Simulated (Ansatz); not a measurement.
Born–Oppenheimer molecular dynamics of F2H4HfO2Si (10 atoms, charge 0, multiplicity 1). It starts from a relaxed structure.

Computed with RHF/def2-SVP (Ansatz).

- ensemble: NVT, Nosé–Hoover chain
- time step: 1 fs
- steps asked: 166
- set temperature: 400 K
- thermostat: time constant 100 fs, chain length 3 (defaults)
- temperature schedule: 41 steps to 400 K, then 125 steps to 1200 K
- seed: 71742

First frame:

```xyz
10
Properties=species:S:1:pos:R:3
Hf -0.148 -0.132 -0.266
O -0.822 -0.295 1.558
Si -1.360 -0.432 3.111
H -2.598 -1.241 3.145
H -0.327 -1.091 3.941
H -1.640 0.911 3.664
O 1.763 -0.332 -0.302
H 2.696 -0.431 -0.312
F -0.641 1.598 -0.955
F -0.973 -1.488 -1.356
```

(1) What does the run give?

(2) What happens to the structure?

(3) How do temperature and energy run in time?

Results:

(1) All steps were run.

- steps done: 166
- time covered: 166 fs
- mean temperature over the second half: 291 K
- spread of the potential energy over the second half: 8.0 meV per atom
- mean potential energy of the second half above the start: 30.7 meV per atom

The conserved energy stayed within 1.3 meV per atom of its start (net change 0.45 meV per atom), so the integration is sound. The schedule's set-point averaged 934 K over the second half and the system 291 K, so it lags behind the ramp. A run of 0.17 ps of so small a system gives no equilibrium averages.

(2) The same pairs are bonded in the first frame and the last. Pairs count as bonded within 1.25 times the sum of covalent radii (0.12 Å more for H–H). The details hang on the random start.

(3) 
| time (fs) | T (K) | potential energy less start (eV) | conserved less start (meV/atom) |
| --- | --- | --- | --- |
| 0 | 400 | 0.000 | 0.00 |
| 8 | 133 | 0.280 | 0.35 |
| 16 | 249 | 0.162 | 0.41 |
| 24 | 133 | 0.288 | 0.69 |
| 32 | 162 | 0.263 | 0.75 |
| 40 | 144 | 0.287 | 0.79 |
| 48 | 277 | 0.156 | 0.50 |
| 56 | 129 | 0.317 | 0.49 |
| 64 | 317 | 0.131 | 0.16 |
| 72 | 175 | 0.292 | 0.23 |
| 80 | 377 | 0.102 | 0.24 |
| 88 | 183 | 0.329 | 0.65 |
| 96 | 277 | 0.253 | 0.79 |
| 104 | 176 | 0.380 | 1.06 |
| 112 | 271 | 0.299 | 0.84 |
| 120 | 223 | 0.364 | 0.63 |
| 128 | 488 | 0.109 | 0.18 |
| 136 | 196 | 0.433 | 0.35 |
| 144 | 424 | 0.213 | 0.29 |
| 152 | 229 | 0.439 | 0.78 |
| 160 | 380 | 0.301 | 0.98 |

Time of the run: 100 s on 4 threads of AMD EPYC 9R45 96-Core Processor (Zen 5), with other jobs on the host, peak memory 0.31 GiB.
